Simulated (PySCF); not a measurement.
**Stationary points of HfSF₂**

These are results of PBE/[Hf def2-SVP with ECP60, S def2-SVP, F def2-SVP], scalar-relativistic core potentials, density fitting, no spin–orbit coupling, PySCF, not measurements.

Relaxations began from a few typed shapes. The search is not exhaustive: other isomers or separated fragments can lie lower, and high-lying points may rest on an excited occupation.

```json
{"spin": "singlet", "group": "Cs", "bonds": "Hf–F 1.919 Å (×2), Hf–S 2.237 Å", "angles": "F–Hf–F 110.9°, F–Hf–S 108.4° (×2)", "imaginary modes (cm⁻¹)": "none", "ΔE (kJ/mol)": "0.0", "ΔE with ZPE (kJ/mol)": "0.0"}
{"spin": "singlet", "group": "C2v", "bonds": "Hf–F 1.937 Å (×2), Hf–S 2.245 Å", "angles": "F–Hf–F 128.8°, F–Hf–S 115.6° (×2)", "imaginary modes (cm⁻¹)": "76i", "ΔE (kJ/mol)": "16.0", "ΔE with ZPE (kJ/mol)": "–"}
{"spin": "singlet", "group": "C2v", "bonds": "Hf–F 1.937 Å (×2), Hf–S 2.245 Å", "angles": "F–Hf–F 128.8°, F–Hf–S 115.6° (×2)", "imaginary modes (cm⁻¹)": "1 found", "ΔE (kJ/mol)": "16.6", "ΔE with ZPE (kJ/mol)": "–"}
```

The lowest minimum found is the singlet Cs: Hf–F 1.919 Å (×2), Hf–S 2.237 Å; F–Hf–F 110.9°, F–Hf–S 108.4° (×2).

Formally Hf is in oxidation state +4, d0. The polar-tensor charge on Hf, 1.72, is far below the formal one.

For the lowest minimum: with an element this heavy the missing spin–orbit coupling can shift these numbers.
